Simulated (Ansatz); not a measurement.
Program: Ansatz. Geometries: PBE0-D4/def2-TZVP. ΔE: electronic, gas phase. CCSD(T)/CBS adds triple-zeta CCSD(T) − MP2 to the extrapolated MP2 energy (def2 sets, frozen cores). This one scheme is used for every species. DFT in def2-TZVPP. For Ge outer-core shells are correlated without core-valence functions, which leaves a few kJ/mol of doubt a bond. Scalar relativity is left out up to krypton. One conformer a species, not always the lowest.

Reaction (germylene formation by 1,1-elimination): `[SiH3][GeH]([Cl])[BH]Cl` → `[SiH3]BCl` + `[Cl][GeH]`

CCSD(T)/CBS gives +1.55 eV.

Q: Another level gave +1.38 eV. Which?
A. MP2/def2-TZVPP
B. PBE/def2-TZVPP
C. ωB97M-V/def2-TZVPP
D. r2SCAN/def2-TZVPP

A: B. PBE 1.38, r2SCAN 1.61, ωB97M-V 1.44, MP2/def2-TZVPP 1.77 eV.

Largest T1 diagnostic among the species: 0.014.

The D4 term adds +0.19 eV with B3LYP and +0.11 eV with PBE0; it sums over pairs of atoms, weighted by their polarisabilities, and B3LYP, whose exchange is more repulsive, gets the larger term. In def2-TZVPP, CCSD(T) changes the Hartree–Fock value by +0.41 eV (the triples alone add +0.05 eV) and MP2 by +0.57 eV. From PBE to PBE0 (25 % exact exchange), in def2-TZVPP and without D4, ΔE moves by +0.14 eV.

B3LYP here is the variant with VWN-RPA as its local correlation; programs differ in this.
